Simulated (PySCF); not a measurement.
H6Se, SMILES [SeH6]. Coordinates come from a PBE-D3(BJ)/def2-TZVP optimisation.

Level of theory: PBE-D3(BJ)/def2-TZVP (PySCF).

Harmonic wavenumbers (cm⁻¹): 1071, 1071, 1071, 1083, 1083, 1083, 1154, 1154, 1154, 1740, 1740, 1741, 1741, 1741, 1979. Rotational constants (GHz): 50.45, 50.45, 50.45; symmetry number 24.

Task: Work out the zero-point energy and the ideal-gas rigid-rotor harmonic-oscillator thermochemistry at 298.15 K and 1 atm.

Result: ZPE = ½ Σ hcν = ½ × 20607 cm⁻¹ = 123.26 kJ/mol. H − E(el) = 133.79 kJ/mol. Entropy in J/(mol K): translation 164.16, rotation 50.84, vibration 2.44, total 217.43. G − E(el) = 68.96 kJ/mol. Cp = 44.48 J/(mol K).
